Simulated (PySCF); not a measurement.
Electron correlation in Kr⁺ (krypton, charge +1)

[Ar] 3d10 4s2 4p5, 2P determinant. Computed with PySCF 2.14 in def2-QZVPPD (12s8p5d4f1g, 98 functions), with the non-relativistic Hamiltonian (point nucleus). Frozen: [Ar] 3d10; 7 electrons correlated.

| level | correlation energy (mhartree) |
| --- | --- |
| CCSD | -175.32 |
| (T) | -5.22 |
| CCSD(T) | -180.54 |

Diagnostics: T1 = 0.0061, D1 = 0.0197, largest double amplitude 0.034.

Task: Is a single reference adequate?

Result: Yes, within this model without spin-orbit coupling: T1 lies below 0.03 and no double amplitude reaches 0.07.
